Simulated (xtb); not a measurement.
BCl2H3OSi, SMILES ClB(Cl)O[SiH3]. All values are semi-empirical tight-binding results from xtb (GFN2-xTB unless named), good for trends rather than for accurate numbers. The structure is a stationary point at GFN2-xTB. This is a generated structure with no PubChem entry under its InChIKey; it may be hypothetical. One conformer was computed; it need not be the lowest.

Optimised geometry:

```xyz
8

B      0.0061     0.0574     0.4804
Cl    -0.4385    -0.7185     1.9661
Cl     0.7653     1.6269     0.5582
O     -0.2268    -0.5285    -0.6584
Si    -0.2207    -0.6682    -2.2907
H      0.4583     0.4852    -2.8765
H     -1.6437    -0.7132    -2.6086
H      0.5032    -1.9185    -2.4918
```
Charge 0, spin multiplicity 1.

Q: Estimate the properties. (An estimate is asked for; the answer gives what the named calculation found.)

A: 
```json
{
  "orbital_gap": "5.16 eV",
  "dipole_moment": "3.52 D",
  "zero_point_energy": "21.3 kcal/mol",
  "G − E(el) at 298.15 K (modified RRHO)": "0.4 kcal/mol",
  "static polarisability (D4 model)": "73.8 bohr³",
  "solvation energy, GFN2-xTB/ALPB(water)": "-1.1 kcal/mol",
  "solvation energy, GFN2-xTB/ALPB(acetonitrile)": "-3.7 kcal/mol"
}
```

Computed atomic charges and the Wiberg bond orders between heavy atoms:
charges (e) B1 0.52, Cl2 -0.23, Cl3 -0.25, O4 -0.41, Si5 0.52, H6 -0.06, H7 -0.05, H8 -0.05. Bond orders B1–Cl2 1.04, B1–Cl3 1.02, B1–O4 1.31, O4–Si5 0.92.
